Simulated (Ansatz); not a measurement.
**From computed data to an observable: hopping rate and mobility from the reorganisation energy**

C₆H₂₀O₄Te₃, SMILES C[Te](C)(O)O[Te](C)(C)O[Te](C)(C)O.

The structure is a stationary point at B3LYP-D3(BJ)/def2-SVP. The def2 effective core potentials stand for the cores of Te; spin–orbit coupling is left out. One conformer was computed; it need not be the lowest.

Four-point relaxation energies from Ansatz (an electronic-structure program) with B3LYP-D3(BJ)/def2-SVP, gas phase: hole: ion 664 meV, neutral 815 meV. Assume, for the exercise, a transfer integral of 80 meV, an outer reorganisation energy of 0 meV, equal site energies, a hop of 5.0 Å along one direction and 298.15 K (kT = 25.69 meV).

Question: Find the Marcus rate and the mobility.

Answer: 
k = (2π/ħ) t² (4π λ kT)^(−1/2) exp(−λ/4kT), ħ = 6.582×10⁻¹³ meV s; for a chain D = k a² and μ = e D/kT.
Hole: λ = 664 + 815 + 0 = 1479 meV, barrier λ/4 = 370 meV, k = 5.0e7 s⁻¹, μ = 4.8e-6 cm²/(V s).
The rate is non-adiabatic hopping, which holds while t is well under λ. Disorder and quantum modes are left out.
